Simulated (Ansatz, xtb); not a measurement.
# Isomers of C5H9N2P in order of energy

4 gas-phase structures of C5H9N2P, from a drawn sample of its isomers (lower ones may exist). Each was relaxed with GFN2-xTB; where two conformers were screened, the lower at r2SCAN-D4/def2-SVP is listed:

A. `CCCN1C=PC=N1`, a singlet
B. `CCN1C=PC(C)=N1`, a singlet
C. `CC1=NN(C)C(C)=P1`, a singlet
D. `CNP1(=N)C=CC=C1`, a singlet

Question: Estimate their order in r2SCAN-D4/def2-SVP energy at these geometries, lowest first.

Answer: Calculated order at r2SCAN-D4/def2-SVP: C (0.0), B (7.1), A (22.3), D (155.6) kJ/mol.

Energies above the lowest of each column, in kJ/mol; the last columns are at PBE0-D3(BJ)/def2-SVP geometries and were run for some of them only (a dash: not run or not comparable):

```csv
structure,GFN2-xTB,HF/STO-3G,r2SCAN-D4/def2-SVP,PBE0-D3(BJ)/def2-SVP,CCSD(T)/def2-SVP + ΔMP2/def2-TZVPP
C,0.0,0.0,0.0,0.0,0.0
B,10.7,7.0,7.1,5.7,1.9
A,24.1,19.7,22.3,19.4,10.7
D,125.1,478.2,155.6,–,–
```

Every level run on C puts it lowest or level with the lowest. Flexible structures stand in one conformer each, not always the lowest. Frequencies (GFN2-xTB) were run for A, B, C alone. ΔMP2 is the change of the MP2 energy from the smaller to the larger basis.

Over these structures GFN2-xTB departs from r2SCAN-D4/def2-SVP by 12.1 kJ/mol on average once a common shift is removed. A GFN2-xTB relaxation took about 0.097 s and the r2SCAN-D4/def2-SVP energy about 2.7 s on a shared host (Ansatz 0.2.0, xtb 6.7.1).
